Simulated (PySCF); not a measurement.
PySCF input:

```python
from pyscf import gto, scf, dft

mol = gto.M(
    atom='''
    C     0.05376432   -0.05495473    0.69375621
    F     0.56897243    0.96305033   -0.20189947
    F    -0.60481531   -0.92641384   -0.26060467
    ''',
    basis='def2-tzvpd',
    charge=-1,
    spin=1,
    verbose=4,
)

mf = dft.UKS(mol, xc='tpssh').density_fit(auxbasis='def2-universal-jkfit')
mf.grids.level = 3
mf.conv_tol = 1e-9
mf.max_cycle = 100
mf.max_memory = 1500
mf.kernel()
if not mf.converged:
    mf = mf.newton()
    mf.kernel(mf.make_rdm1())
for _ in range(2):
    mo, _, stable, _ = mf.stability(return_status=True)
    if stable:
        break
    mf.kernel(mf.make_rdm1(mo, mf.mo_occ))
mf.analyze()
```

**Question.** Predict the final energy.

**Answer.** -237.81314 Eh (TPSSh/def2-TZVPD).
